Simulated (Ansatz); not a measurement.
`C[NH][GeH2][NH2]`, 12 atoms. The species carries charge 0 and has multiplicity 1. Correlated methods include outer-core shells of Ge, which these sets cover unevenly. Scalar relativity is left out up to krypton. All runs use 4 threads of an Intel Xeon 6975P-C on a shared host. Correlated methods freeze the cores.

**Question.** How many basis functions does each run have, and how long does it take in Ansatz? RKS PBE0-D4/def2-TZVP relaxation (8 steps); RKS PBE0-D4/def2-QZVPP energy; RKS ωB97M-V/def2-TZVPP energy and forces; RHF-CCSD(T)/def2-SVP energy; RKS PBE0-D4/def2-SVP energy; RKS r2SCAN-D4/def2-TZVPP energy and forces; RHF-CCSD(T)/def2-TZVPP energy; direct RPA on PBE orbitals/def2-TZVPP energy; RKS r2SCAN0-D4/def2-TZVPP energy; RKS PBE0-D4/def2-TZVP frequencies; RKS ωB97M-V/def2-SVP energy; RHF-MP2/def2-QZVPP energy. (Best estimate.)

**Answer.** Computed: Other jobs shared the machine, so times are rough.

```csv
level,job,functions,wall time,peak host memory (GiB)
RKS PBE0-D4/def2-SVP,energy,114,0.8 s,0.45
RKS r2SCAN0-D4/def2-TZVPP,energy,253,2.2 s,0.67
RKS r2SCAN-D4/def2-TZVPP,energy and forces,253,2.3 s,0.35
RKS ωB97M-V/def2-SVP,energy,114,2.4 s,0.45
direct RPA on PBE orbitals/def2-TZVPP,energy,253,3.1 s,0.65
RHF-CCSD(T)/def2-SVP,energy,114,4 s,0.62
RKS ωB97M-V/def2-TZVPP,energy and forces,253,5.5 s,0.92
RKS PBE0-D4/def2-QZVPP,energy,500,5.5 s,1.9
RKS PBE0-D4/def2-TZVP,relaxation (8 steps),189,14 s,0.49
RHF-MP2/def2-QZVPP,energy,500,14 s,3.2
RHF-CCSD(T)/def2-TZVPP,energy,253,53 s,6.2
RKS PBE0-D4/def2-TZVP,frequencies,189,95 s,0.52
```
